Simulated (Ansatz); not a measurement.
Cl3H2InS (`[SH2+][In-]([Cl])([Cl])[Cl]`). Charge 0, multiplicity 1. In takes the def2 core potential. The geometry is a stationary point of PBE0-D4/def2-TZVP. It is one conformer, not always the lowest.

```xyz
7

S     0.284    1.024    1.337
In   -0.514   -0.776   -0.557
Cl   -2.303   -1.808    0.483
Cl   -0.940    0.808   -2.206
Cl    1.518   -1.901   -0.662
H     0.385    1.999    0.414
H     1.570    0.655    1.190
```

(1) What is the dipole moment at ωB97M-V/def2-TZVPP? (Estimate.)

(2) And with PBE, r2SCAN, B3LYP? (Best estimate.)

(3) Give the Mulliken charges with ωB97M-V, PBE, B3LYP in def2-TZVPP. (Estimate.)

Results:

(1) The calculation gave: 4.48 D, with components (1.93, 3.16, 2.52) D in this frame, pointing from negative to positive charge.

(2) Computed: PBE 4.43 D, r2SCAN 4.54 D, B3LYP 4.48 D.

(3) Computed: 
```csv
atom,ωB97M-V,PBE,B3LYP
S1,-0.09,-0.10,-0.09
In2,0.75,0.79,0.87
Cl3,-0.33,-0.33,-0.35
Cl4,-0.34,-0.35,-0.37
Cl5,-0.34,-0.35,-0.37
H6,0.18,0.17,0.16
H7,0.18,0.17,0.16
```

B3LYP here is the variant with VWN-RPA as its local correlation; programs differ in this.
